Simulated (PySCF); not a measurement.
Caution: the restricted solution is unstable towards spin-unrestricted or complex orbitals, so a lower solution exists and this singlet may not be the ground state.  The multiplicity is imposed and other spin states were not computed.

[Ir(Cl)4]- (charge -1, multiplicity 1)

Method: TPSSh-D3(BJ)/def2-TZVP // TPSS-D3(BJ)/def2-SVP run with PySCF.

- HOMO: -1.74 eV
- LUMO: -0.49 eV
- HOMO–LUMO gap: 1.25 eV
- charge on the central atom (Mulliken): 0.70 e
- total energy: -1945.4716 Ha
- cost: very roughly 2.2 core-minutes

```xyz
5

Ir    -0.0939    -0.0223     0.3312
Cl     0.8986    -2.1125     0.8205
Cl     1.9039     1.0218     0.1583
Cl    -1.3048     2.0090     0.2985
Cl    -1.0938    -0.8014    -1.5410
```
Charge -1, spin multiplicity 1.
